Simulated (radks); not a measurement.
Polarisability of the iodine ion I+, [Kr] 4d10 5s2 5p4, at imaginary frequency. All-electron calculation, non-relativistic Kohn-Sham, LB94 model potential, spin-polarised, spherical densities, point nucleus; open shells are filled with parallel spins first (spin-orbit coupling, left out, can overturn this in heavy ions); relativity is left out, which matters for an element this heavy. Program: a radial shooting solver on a logarithmic mesh with Libxc functionals. Response by self-consistent Sternheimer equations with the Hartree and adiabatic LDA kernel.

w (hartree)  alpha1(iw) (bohr^3)
0.00266                    20.22
0.0143                     20.20
0.0360                     20.12
0.0697                     19.86
0.118                      19.22
0.186                      17.93
0.280                      15.75
0.413                      12.66
0.605                      9.157
0.892                      5.949
1.35                       3.532
2.12                       1.942
3.59                      0.9472
6.94                      0.3513
17.5                     0.07746

Static values: alpha1 = 20.22 bohr^3 (2.996 angstrom^3; uncoupled 33.89). C6 = 173.6, triple-dipole C9 = 2520 atomic units. One-pole (London) frequency 4 C6 / (3 alpha1^2) = 0.566 hartree, against 0.744 for minus the highest occupied eigenvalue.
